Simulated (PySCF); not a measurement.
Task: What does the PBE0-D3(BJ)/def2-SVP structure of `C[C@@H]1O[SiH2][C@@H]1F` look like in three dimensions?

Result: 
```xyz
13
C3H7FOSi angstrom
C      1.3644   -0.1344   -0.0543
C      0.2394    0.7417    0.4391
O     -0.3254    0.2425    1.6711
Si    -1.8167   -0.1773    0.9921
C     -1.0152    0.7255   -0.4809
F     -0.8449    0.0759   -1.6756
H      1.8018    0.2777   -0.9756
H      2.1461   -0.1945    0.7163
H      1.0089   -1.1522   -0.2706
H      0.6082    1.7671    0.6187
H     -2.0508   -1.6413    0.8257
H     -2.9861    0.4432    1.6797
H     -1.3903    1.7425   -0.6835
```

Any rigid rotation of these coordinates is as good. Atoms count from 1 in this order. Of the pairs four or more bonds apart, Si4···H9 is among the closest relative to their van der Waals radii: 3.24 Å, 98 % of the sum of Bondi's values. The 2 C–C bonds span 1.509 Å (C1–C2, drawn single) to 1.556 Å (C2–C5, drawn single), a spread of 0.047 Å. The 4-membered ring C2–O3–Si4–C5 has internal angles of 79.7° to 100.7° (sum 359°, against 360° for a flat polygon); it is slightly puckered (a soft mode that the optimisation may not have finished), 0.05 Å rms from its mean plane, widest ring torsion 9°. Si4 (oxygen-bound silicon) has angles from 79.7° to 119.3°.

Bonds between heavy atoms (Å): C1–C2 1.509, C2–O3 1.444, O3–Si4 1.692, Si4–C5 1.905, C5–F6 1.370, C2–C5 1.556.

Computed, not measured: PySCF 2.14.0, PBE0-D3(BJ)/def2-SVP geometry optimisation, gas phase.

Point group: C1 (no symmetry element, even within 0.4 Å). Stationary, but not proved a minimum. One conformer, not necessarily the lowest (C1–C2–O3–Si4 -112°, C2–O3–Si4–C5 -7°, O3–Si4–C5–F6 122°, C1–C2–C5–Si4 112°).
